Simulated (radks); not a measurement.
Values are calculated unless marked as measured or tabulated.
Q: These are the eigenvalues of the occupied orbitals of an atom or ion with whole-number occupations (Ry). Level of theory: non-relativistic Kohn-Sham, LDA (Slater exchange, Perdew-Wang correlation), spin-unpolarised, spherical densities, point nucleus (a radial shooting solver on a logarithmic mesh with Libxc functionals).

orbital  eigenvalue
1s        -3600.251
2s        -599.9377
2p        -572.8323
3s        -155.6009
3p        -143.4726
3d        -120.7898
4s        -52.26052
4p        -47.38654
4d        -38.62087
4f        -27.62323

Which element is it, and in what charge state? The configuration may be excited.

A: Z = 65, terbium, charge +17: Tb17+ in [Kr] 4d10 4f2. The list shows which subshells hold electrons but not how many an open one holds; the 1s level, -1800.1 hartree, gives Z - s = 60.0 by -(Z - s)^2/2, which with screening narrows Z to a few neighbours, and the depths of the outer levels then fix element, charge and occupations together.
